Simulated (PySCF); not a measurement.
# Exercise with solution: entropy of an ideal gas

RuO4, SMILES [O]=[Ru](=[O])(=[O])=[O], multiplicity 1.

The structure is a stationary point at r2SCAN-D4/def2-SVP. The spin state was assumed, not searched. The isomer is the one that the SMILES or the coordinates give; other isomers of the formula were not compared. The def2 effective core potentials stand for the cores of Ru; spin–orbit coupling is left out.

r2SCAN-D4/def2-SVP (PySCF 2.14.0) gives the harmonic wavenumbers 336, 336, 361, 361, 361, 964, 991, 991, 991 cm⁻¹ and the rotational temperatures 0.2011, 0.2011, 0.2011 K. The molar mass is 165.07 g/mol, the symmetry number 12, the spin multiplicity 1.

Task: Work out the entropy at 298.15 K and 1 atm in the rigid-rotor, harmonic-oscillator model.

Result: 
Translation (Sackur–Tetrode at 1 atm): S = R[1.5 ln M + 2.5 ln T − 1.16487] = 172.4 J/(mol K).
Rotation: q = (√π/σ) T^1.5/√(θA θB θC) = 8430, S = R[ln q + 3/2] = 87.6 J/(mol K).
Vibration: with u = 1.4388 ν/T, each mode gives R[u/(e^u − 1) − ln(1 − e^−u)]:
```csv
ν (cm⁻¹),modes,u,S (J/(mol K))
336,2,1.62,10.30
361,3,1.74,14.03
964,1,4.65,0.45
991,3,4.78,1.22
```
These are all the modes. Sum 26.0 J/(mol K).
Spin: R ln 1 = 0.0 J/(mol K).
Total 286.1 J/(mol K); the program's own thermochemistry gives 286.1. Translation makes up 60 % and vibration 9 %. Anharmonicity, hindered rotation and orbital degeneracy are left out.
